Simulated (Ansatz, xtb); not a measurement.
**Ranking isomers of H7Si2Sn**

3 gas-phase structures of H7Si2Sn, found in a search over its isomers (lower ones may exist). Each was relaxed with GFN2-xTB:

A. `[SiH3][SnH][SiH3]`, a doublet
B. `[SiH2][SnH2][SiH3]`, a doublet
C. `[SiH3][SiH2][SnH2]`, a doublet

**Question.** Which do you expect lowest at r2SCAN-D4/def2-SVP//GFN2-xTB, and how would the others follow?

**Answer.** Calculated order at r2SCAN-D4/def2-SVP//GFN2-xTB: A (0.0), C (10.0), B (16.1) kcal/mol.

Energies above the lowest of each column, in kcal/mol; the last columns are at r2SCAN-D4/def2-SVP geometries:

```csv
structure,GFN2-xTB,HF/STO-3G,r2SCAN-D4/def2-SVP//GFN2-xTB,r2SCAN-D4/def2-SVP,CCSD(T)/def2-SVP + ΔMP2/def2-TZVPP
A,0.0,0.0,0.0,0.0,0.0
C,9.6,19.2,10.0,6.0,7.0
B,20.2,8.6,16.1,15.2,15.9
```

Every level run on A puts it lowest or level with the lowest. Flexible structures stand in one conformer each, not always the lowest. Open shells are spin-unrestricted. Atoms past krypton carry core potentials in the def2 sets, without spin–orbit terms. ΔMP2 is the change of the MP2 energy from the smaller to the larger basis.

Programs: Ansatz 0.2.0, xtb 6.7.1.
